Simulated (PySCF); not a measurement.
**Ionisation energy of Re²⁺ by level of theory**

Re²⁺ [Xe] 4f14 5d5 [5d3/2^4 5d5/2^1, M_J = 5/2] → Re³⁺ [Xe] 4f14 5d4 [5d3/2^4, M_J = 0], as a difference of total energies. Computed with PySCF 2.14 in x2c-QZVPPall-2c (16s16p12d7f2g, 191 functions), with the two-component X2C-1e Hamiltonian. "Screened" scales the spin-orbit matrix elements by Boettger's factors to mimic the two-electron term; Breit and QED terms are absent.

```csv
method,ionisation energy (eV)
GHF (spin-free),27.347
GHF (screened spin-orbit),26.790
```

The spin-free rows relax to the high-spin LS determinant and lack the spin-orbit shift.

The labels give the starting determinants; with spin-orbit coupling the two ends relaxed to ⟨J²⟩ = 8.76, ⟨L²⟩ = 0.24, ⟨S²⟩ = 8.66 and ⟨J²⟩ = 2.73, ⟨L²⟩ = 5.64, ⟨S²⟩ = 5.63.

The determinant of Re³⁺ mixes levels of different J (the jj label is only the starting occupation), so the difference between spin-free and spin-orbit rows is not the physical spin-orbit shift.

For comparison: 27 ± 1.6 eV (theoretical estimate listed by NIST; NIST Atomic Spectra Database, ionization energies).
